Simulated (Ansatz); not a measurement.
Basis-set extrapolation for C2H6Cl2F2O2SSi2, SMILES `CO[Si](F)(F)S[Si](Cl)(Cl)OC` (PBE0-D4/def2-TZVP geometry, frozen core, Ansatz 0.2.0). Multiplicity 1, RHF reference.

```json
{"": "HF", "def2-TZVPP": "-2322.894440", "def2-QZVPP": "-2322.970378"}
{"": "MP2 correlation", "def2-TZVPP": "-2.081429", "def2-QZVPP": "-2.266472"}
{"": "CCSD(T) correlation", "def2-TZVPP": "-2.236432", "def2-QZVPP": "not run"}
```

Energies in hartree. Use E(X) = E(∞) + A·exp(−7.88·√X) for Hartree–Fock and E(X) = E(∞) + B·X^(−2.97) for correlation, with X = 3 and 4, and add CCSD(T) minus MP2 of the smaller set to the MP2 limit.

Question: What is the CCSD(T) energy at the basis-set limit?

Answer: HF limit: -2322.970378 + (-0.075938) × 0.13774 = -2322.98084. MP2 limit: -2.266472 + (-0.185043) × 0.74074 = -2.40354. Higher-order term: -2.236432 − (-2.081429) = -0.15500. Total: -2325.53938 hartree, 1072.5 kJ/mol below CCSD(T)/def2-TZVPP.
